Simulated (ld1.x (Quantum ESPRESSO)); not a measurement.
## What one change does to a pseudopotential (vanadium (V), TM)

```
Element                 : V
Generator               : ld1.x (Quantum ESPRESSO) 7.5
Type                    : norm-conserving Troullier–Martins (Kleinman–Bylander form)
Functional              : LDA (PZ)
Relativity              : scalar-relativistic
Frozen core             : [Ne] 3s2
Valence charge          : 11
Reference configuration : 3p6 3d4 4s1 4p0
Partial waves           : 4s (bound): rc 2.90 bohr; 3p (bound): rc 1.35 bohr; 3d (bound): rc 1.70 bohr
Local potential         : all-electron potential smoothed inside 2.35 bohr (lloc = -1)
Core correction         : Bessel-smoothed model core, default radius (core density twice the valence density)
```

All-electron outer shells of the reference configuration (LDA (PZ), scalar-relativistic, ld1.x):

```tsv
shell	level (eV)	outermost node (bohr)	outermost maximum (bohr)
2p	-498.73	–	0.21
3s	-66.17	0.38	0.82
3p	-40.44	0.35	0.85
4s	-4.05	1.19	2.86
3d	-2.63	–	0.92
4p	-1.14	1.33	4.01
```

Change: type RRKJ; local potential all-electron potential smoothed inside 1.50 bohr (lloc = -1); rho0 0.01.

Cutoffs: the cutoffs (Ry, on a coarse ladder) from which the occupation-weighted sum of valence levels, in a spherical-Bessel basis at the reference potential, stays within 10 and 1 mRy of its value at 400 Ry; they do not see the model core or the augmentation charge, which bear on the density cutoff. Errors are all-electron minus pseudo energies relative to the spin-unpolarised reference configuration.

Problem. How do hardness, ghosts and transferability respond?

Solution. The potential gets softer (70 Ry and 100 Ry → 55 Ry and 90 Ry); a bound ghost appears in s, which as a rule spoils a file; of the 9 tests that both files solve, the error grows in 3 and shrinks in 5 by more than 15 % and 0.3 meV (median size 31.4 → 22.1 meV); the range in which the s phases agree widens (upper end 0.6 → 2.7); the range in which the p phases agree widens (upper end -0.2 → 4.0). Several settings change at once here, so the effects cannot be laid on one of them.

```csv
quantity,base,changed
"cutoff, loose",70 Ry,55 Ry
"cutoff, tight",100 Ry,90 Ry
loose cutoff by channel (10 mRy a level),"s 6 Ry, p 40 Ry, d 70 Ry","s 15 Ry, p 40 Ry, d 50 Ry"
bound ghosts,none,s
"error for 3p6 3d3 4s2 4p0, meV [ΔE -0.54 eV]",-31,-8.6
"error for 3p6 3d3 4s1 4p0, meV [ΔE 7.40 eV]",+4.2,-14
"error for 3p6 3d3 4s0 4p0, meV [ΔE 21.95 eV]",-22,-22
"error for 3p6 3d4 4s0 4p0, meV [ΔE 6.84 eV]",-12,-1.1
"error for 3p6 3d3 4s1.5 4p0, meV [ΔE 2.64 eV]",-13,-11
"error for 3p6 3d3 4s0 4p2, meV [ΔE 6.46 eV]",-398,-25
"error for 3p6 3d2 4s2 4p1, meV [ΔE 5.37 eV]",-159,-41
"error for 3p6 3d4 4s1 4p0 (spin-polarised), meV [ΔE -3.13 eV]",+121,+157
"error for 3p6 3d3 4s2 4p0 (spin-polarised), meV [ΔE -2.17 eV]",+63,+110
s: phases at 3.15 bohr within 0.05 rad from the reference energy up to (Ry; the scan ends near 5),0.6,2.7
p: phases at 3.15 bohr within 0.05 rad from the reference energy up to (Ry; the scan ends near 5),-0.2,4.0
d: phases at 3.15 bohr within 0.05 rad from the reference energy up to (Ry; the scan ends near 5),0.8,1.0
```

 A true bound ghost makes a file unfit for plane-wave use even where its test errors are small: the radial tests pick states by their node count and pass the ghost by.
